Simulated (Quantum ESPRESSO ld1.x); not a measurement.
Species: Ta L. Configuration: [Ar] 3d6 (the NIST ground configuration). Method: scalar-relativistic Kohn-Sham, LDA (Slater exchange, Perdew-Zunger correlation), spin-polarised, spherical densities, point nucleus; open shells are filled with parallel spins first; computed with ld1.x of Quantum ESPRESSO 7.5. Some entries of the table are withheld. Estimate them.

orbital,occ.,eigenvalue (eV),<1/r> (bohr^-1)
1s up,1,-70241.5,85.41
1s down,1,-70240.9,85.41
2s up,1,-14435.9,20.03
2s down,1,-14417.2,20.05
2p up,3,-13019.5,18.21
2p down,3,-13004.3,18.23
3s up,1,-5252.01,(1)
3s down,1,-5231.77,(2)
3p up,3,(3),7.209
3p down,3,(4),7.190
3d up,5,-4386.49,6.826
3d down,1,-4361.43,6.813

Answer. 
(1) 3s up <1/r> (bohr^-1): 7.750
(2) 3s down <1/r> (bohr^-1): 7.731
(3) 3p up eigenvalue (eV): -4829.40
(4) 3p down eigenvalue (eV): -4809.04
